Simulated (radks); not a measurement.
Values are calculated unless marked as measured or tabulated.
Species: He+. Configuration: 1s1.

Code: a radial shooting solver on a logarithmic mesh with Libxc functionals. Model: non-relativistic Kohn-Sham, PBE, spin-polarised, spherical densities, point nucleus; open shells are filled with parallel spins first.

Energy parts (hartree):
part                    energy
total                 -1.99377
kinetic                1.98786
electron-nucleus      -3.98717
Hartree                0.61899
exchange-correlation  -0.61346

Orbitals (lengths in bohr, moments of r in powers of bohr; <r^-3> diverges for s and p1/2; r(max) is where P^2 peaks):
orbital  occ.  eigenvalue (hartree)  r(max)  <r^-3>
1s up       1              -1.54489  0.4957       -

The highest occupied level is 1s up at -42.039 eV. Spin moment in Bohr magnetons: 1. Summed over all electrons, <r^2> = 0.7794 bohr^2, which gives a Langevin (diamagnetic) susceptibility term of -0.617 x 10^-6 cm^3/mol.
